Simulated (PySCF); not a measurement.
NbOBr, SMILES [O]=[Nb][Br] (connectivity only; charge and spin as stated), neutral, multiplicity 3.

Geometry: B3LYP-D3(BJ)/def2-TZVP. The spin state was assumed, not searched. The def2 effective core potentials stand for the cores of Nb; spin–orbit coupling is left out.

Method: CAM-B3LYP/def2-TZVPD in PySCF.

Isolated molecule, no solvent.

```yaml
total_energy: -2706.50851 hartree
point_group: Cs
"α spin, highest occupied and lowest empty level": -7.35 and -2.24 eV
"β spin, highest occupied and lowest empty level": -9.67 and -2.16 eV
dipole_moment: 4.62 D
quadrupole, principal values (traceless, Buckingham form, about the centre of nuclear charge): -12.18, 0.78, 11.40 D·Å
mean_static_polarisability: 80.7 bohr³ (11.95 Å³)
polarisability_principal_values: 70.0, 78.9, 93.0 bohr³
"⟨S²⟩": 2.010 (pure state 2.00)
```
